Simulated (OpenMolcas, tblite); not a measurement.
# How methods differ on SnSiH4OF (SMILES [F][SnH][O][SiH3])

SnSiH4OF: 8 atoms, total charge 0, spin state doublet. SMILES: `[F][SnH][O][SiH3]`. Geometry: relaxed at PBE0-D4/def2-TZVP. This is one conformer, not always the lowest.

| atom | x (Å) | y (Å) | z (Å) |
| --- | --- | --- | --- |
| F | -1.6073 | 1.7317 | 1.0203 |
| Sn | -0.4207 | 1.8745 | -0.4935 |
| O | 0.2100 | 0.0393 | -0.6944 |
| Si | 0.7138 | -1.1827 | 0.2769 |
| H | -1.4357 | 2.1763 | -1.8771 |
| H | 1.7291 | -1.9821 | -0.4567 |
| H | -0.4272 | -2.0613 | 0.6436 |
| H | 1.3303 | -0.6529 | 1.5250 |

Quantity: the dipole moment, in D. The values are calculated.

| level | kind | program | value (D) | CPU time |
| --- | --- | --- | --- | --- |
| GFN2-xTB | semi-empirical | tblite | 2.88 | under 2 s |
| UHF/def2-SVP (core potential) | Hartree–Fock | OpenMolcas | 3.22 | 12 s |
| USVWN5/def2-SVP (core potential) | LDA | OpenMolcas | 2.16 | 38 s |
| UBLYP/def2-SVP (core potential) | GGA | OpenMolcas | 2.19 | 69 s |
| U-r2SCAN/def2-SVP (core potential) | meta-GGA | OpenMolcas | 2.49 | 80 s |
| UB3LYP/def2-SVP (core potential) | global hybrid | OpenMolcas | 2.50 | 60 s |

The values span 2.16 to 3.22 D. Magnitudes only. Times are those of the runs behind each value, whatever else they computed, on shared processors of several kinds: orders of magnitude only.
